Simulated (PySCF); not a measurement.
Re: excitation energy

Re [Xe] 4f14 5d5 6s2 (6S) → Re [Xe] 4f14 5d7 (4F), as a difference of total energies. Computed with PySCF 2.14 in def2-QZVPPD with the def2 core potential (60 electrons), with scalar relativity through the core potential. Correlated levels: valence: 5s2 5p6 frozen; valence and next inner shell: nothing frozen outside the core potential. The calculations carry no spin-orbit coupling.

| method | excitation energy (eV) |
| --- | --- |
| UHF | 5.886 |
| LDA | 4.685 |
| PBE | 4.452 |
| PBE0 | 4.590 |
| r2SCAN | 4.945 |
| BLYP | 4.343 |
| BP86 | 4.371 |
| r2SCAN0 | 5.005 |
| HSE06 | 4.572 |
| MP2 (valence) | 4.910 |
| SCS-MP2 (valence) | 4.389 |
| MP2 (valence and next inner shell) | 5.218 |
| SCS-MP2 (valence and next inner shell) | 4.916 |

**Question.** How much does correlation contribute at MP2 (valence and next inner shell)?

**Answer.** 5.218 − (5.886) = -0.668 eV, measured against UHF.
